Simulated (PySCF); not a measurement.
Input for PySCF: R-HF/3-21G on ZnS, 2S+1 = 1, a spin state set in the input, which need not be the lowest, a point of a bond scan (R = 1.912 Å).

```python
from pyscf import gto, scf, dft, mp
from pyscf.data.elements import chemcore

mol = gto.M(
    atom='''
    Zn    0.00000000    0.00000000    0.00000000
    S     0.00000000    0.00000000    1.91182200
    ''',
    basis='3-21g',
    charge=0, spin=0, verbose=3, max_memory=1800)
mf = scf.RHF(mol)
mf.conv_tol = 1e-8
mf.max_cycle = 100
mf.kernel()
if not mf.converged:
    mf = mf.newton().run(mf.mo_coeff, mf.mo_occ)
```

Program output:

```
converged SCF energy = -2164.49167898959
```

Self-consistency was reached.

Cost: around 0.20 core-seconds (rough).
